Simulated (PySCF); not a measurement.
**NMR problem set**

How the numbers were obtained: geometry from GFN2-xTB, NMR shieldings at PBE0/pcSseg-1/GIAO, in PySCF 2.14 (non-relativistic Hamiltonian, one averaged value for each set of equivalent atoms, in vacuum, a single conformation).

δ = σ(ref) − σ, references computed at the same level: $^{1}$H (σ = 31.72 ppm) and $^{13}$C (σ = 186.93 ppm) vs TMS. Where no couplings were computed, multiplicities follow the n + 1 count of equivalent neighbours, and m marks all less simple cases (inequivalent or close neighbours, rings, F or P nearby). Shifts are as computed. Against solution values, carbons near 30 ppm lie about +3 ppm off and those near 130 ppm about +5 ppm. Of 1211 compounds with measured shifts, 218 miss one by over three times the rms of a fit or turn the order of signals round; such compounds aren't used in these exercises. OH and NH positions are gas-phase values without hydrogen bonding to other molecules.

Question: C2H10O2Si3. $^{1}$H NMR (400 MHz, computed): δ 8.20 (s, 1H), 5.07 (d, 2H), 4.06 (d, 6H), -0.26 (m, 1H). $^{13}$C{$^{1}$H} NMR (computed): δ 167.4, -12.3. Identify the compound.

Answer: `O=CO[SiH2]C([SiH3])[SiH3]`. Rings plus π bonds: 1 (no ring in the answer). 2 carbon signals for 2 carbons: no two carbons are equivalent. Carbon types of the structure: 2 × CH, leaving 8 H on heteroatoms. δC 167.4: carbonyl carbon. δC -12.3: sp3 CH bonded to 3 Si; an electropositive neighbour leaves it electron-rich and shielded. δH 8.20: hydrogen on a carbonyl carbon. δH -0.26: hydrogen on an sp3 CH bonded to 3 Si; an electropositive neighbour shields it, as in TMS itself.

This is the structure that produced the data.

Question: C6H11NOSi. $^{1}$H NMR (300 MHz, computed): δ 6.97 (m, 1H), 6.24 (d, 1H), 5.19 (d, 2H), 3.82 (t, 2H), 1.83 (m, 2H), 0.97 (t, 3H). $^{13}$C{$^{1}$H} NMR (computed): δ 159.1, 124.5, 122.7, 70.2, 30.3, 11.0. Give a structure.

Answer: `CCCO[SiH2]/C=C/C#N`. The formula gives 3 degrees of unsaturation (no ring in the answer). 6 carbon signals for 6 carbons: no two carbons are equivalent. Carbon types of the structure: 1 × C, 2 × CH, 2 × CH2, 1 × CH3, leaving 2 H on heteroatoms. δC 159.1, 124.5: alkene CH; the olefinic region. δC 122.7: nitrile carbon; C≡N carbons fall here, among the sp2 signals but without a proton. δC 70.2: sp3 CH2 bonded to O; deshielded by the electronegative neighbour. δH 3.82: hydrogen on an sp3 CH2 bonded to O; its carbon carries O, hence the downfield position.

The data come from this structure; uniqueness wasn't tested.

Question: C5H12O3Si. $^{1}$H NMR (300 MHz, computed): δ 4.53 (s, 2H), 2.22 (br s, 1H), 2.14 (s, 3H), 1.28 (s, 6H). $^{13}$C{$^{1}$H} NMR (computed): δ 180.6, 75.7, 25.0, 23.8. Give a structure.

Answer: `InChI=1S/C5H12O3Si/c1-4(6)8-5(2,3)9-7/h7H,9H2,1-3H3`. Rings plus π bonds: 1 (no ring in the answer). 4 carbon signals for 5 carbons: some carbons are equivalent by symmetry or fast rotation. Carbon types of the structure: 2 × C, 3 × CH3, leaving 3 H on heteroatoms. δC 180.6: ester carbonyl carbon; lone-pair donation from the attached heteroatom keeps it upfield of a ketone carbonyl. δC 75.7: fully substituted sp3 carbon bonded to O and Si; deshielded by the electronegative neighbour. δC 25.0: methyl carbon; a saturated carbon with 1 carbon neighbour and no heteroatom attached. δH 2.22: hydrogen on an oxygen bonded to Si; exchangeable; this is the value without hydrogen bonding to other molecules.

The shifts were computed for this structure.
